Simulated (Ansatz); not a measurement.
Species: formyl cation, CHO (charge +1, singlet). It need not be the lowest isomer of its formula. 
Structure (B3LYP-D3(BJ)/def2-TZVP (Ansatz, a quantum-chemistry and plane-wave program) minimum search):
```
C
O 1 1.1014
H 1 1.0964 2 180.00
```
Charge +1, spin multiplicity 1.

Basis-set convergence of Hartree-Fock and CCSD correlation energies (hartree) with Ansatz. Correlated levels leave the core frozen unless marked. No spin-orbit coupling. Non-relativistic.

```tsv
basis	functions	E(HF)	E(corr, CCSD)
def2-SVPD	51	-112.88086	-0.31109
def2-TZVPPD	94	-113.01614	-0.36337
def2-QZVPPD	162	-113.02108	-0.38430
```

Extrapolating the two largest sets (X = 3 and 4) as X^-3: E(corr) = (64·(-0.38430) - 27·(-0.36337))/37 = -0.3996 Eh, an estimate of the basis-set limit. The largest set recovers 96.2 % of it, the smallest 77.9 %.
